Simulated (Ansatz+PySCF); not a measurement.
The numbers below are computed, except where a source is named.
Input for Ansatz (development build ahead of 0.2.0):

```yaml
crystal:
  periodic: [false, false, false]
  atoms:
    - { symbol: H, position_ang: [0.0, 0.0, -1.23198] }
    - { symbol: Be, position_ang: [0.0, 0.0, 0.0] }
    - { symbol: H, position_ang: [0.0, 0.0, 1.23198] }
basis:
  gaussian: { orbitals: def2-SVP }
hamiltonian:
  xc: hf
```

The input is written out in the form of the current development build from the run's settings.

The run gave:

* Converged: yes
* Total energy: -15.74612 hartree
* Spin squared of the determinant: 0.000
* Stability test: minimum among restricted orbitals
* Occupied orbitals by symmetry in an Abelian subgroup (alpha; beta): 2 Ag 1 B1u; 2 Ag 1 B1u
